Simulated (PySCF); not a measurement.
Isomers of C7H15P, from PBE0-D3(BJ)/def2-SVP geometry optimisation, gas phase in PySCF 2.14.0. One conformer each, no zero-point energy, no frequencies.

Task: Which isomer lies lowest at this level?
A. `[CH2:1]=[P:2]1([CH2:3][CH3:4])[CH2:5][CH2:6][CH2:7][CH2:8]1` with C1–P2–C3–C4 -59°, C1–P2–C5–C6 143°, P2–C5–C6–C7 -41°, C5–C6–C7–C8 47°, C6–C7–C8–P2 -30°: A = 2488, B = 1269, C = 1192 MHz, dipole 2.99 D
B. `[CH2:1]=[CH:2][PH:3][C:4]([CH3:5])([CH3:6])[CH2:7][CH3:8]` with C1–C2–P3–C4 -111°, C2–P3–C4–C5 51°, P3–C4–C7–C8 -175°: A = 2565, B = 1041, C = 957.2 MHz, dipole 1.28 D
C. `[CH3:1][P:2]1[CH2:3][CH2:4][CH2:5][CH2:6][CH2:7][CH2:8]1` with C1–P2–C3–C4 -175°, P2–C3–C4–C5 60°, C3–C4–C5–C6 -70°, C4–C5–C6–C7 93°: A = 2490, B = 1414, C = 1021 MHz, dipole 1.16 D

Result: C. That is `CP1CCCCCC1`, 27.5 kcal/mol below the next.

| SMILES | mapped SMILES | E (Eh) | relative (kcal/mol) | relative (kJ/mol) | dipole (D) |
| --- | --- | --- | --- | --- | --- |
| CP1CCCCCC1 | [CH3:1][P:2]1[CH2:3][CH2:4][CH2:5][CH2:6][CH2:7][CH2:8]1 | -616.39126 | 0.0 | 0.0 | 1.16 |
| C=CPC(C)(C)CC | [CH2:1]=[CH:2][PH:3][C:4]([CH3:5])([CH3:6])[CH2:7][CH3:8] | -616.34738 | 27.5 | 115.2 | 1.28 |
| C=P1(CC)CCCC1 | [CH2:1]=[P:2]1([CH2:3][CH3:4])[CH2:5][CH2:6][CH2:7][CH2:8]1 | -616.33823 | 33.3 | 139.2 | 2.99 |
